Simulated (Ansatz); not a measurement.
Cartesian coordinates (Å):
SMILES: NB(N)N
```xyz
10

N      1.3635    -0.0844     0.4217
B      0.0004    -0.0002    -0.0007
N     -0.5147     1.2312    -0.5102
N     -0.8462    -1.1481     0.0856
H      2.0201     0.6640     0.2964
H      1.7951    -0.9460     0.7015
H      0.0261     2.0748    -0.5571
H     -1.4743     1.3582    -0.7737
H     -1.8232    -1.1277    -0.1411
H     -0.5470    -2.0217     0.4776
```
Charge 0, multiplicity 1.

The numbers are results of frozen-core CCSD(T)/cc-pVTZ // B3LYP-D3(BJ)/def2-TZVP (Ansatz, a program for electronic structure), not measurements.

```json
{
 "HF energy": "-191.73156 Ha",
 "MP2 correlation energy": "-0.74436 Ha"
}
```

Q: Estimate the CCSD correlation energy, the (T) correction, the total energy and the T1 diagnostic.

A: 
* **CCSD correlation energy**: -0.77114 Ha
* **(T) correction**: -0.02889 Ha
* **CCSD(T) total energy**: -192.53159 Ha
* **T1 diagnostic**: 0.009
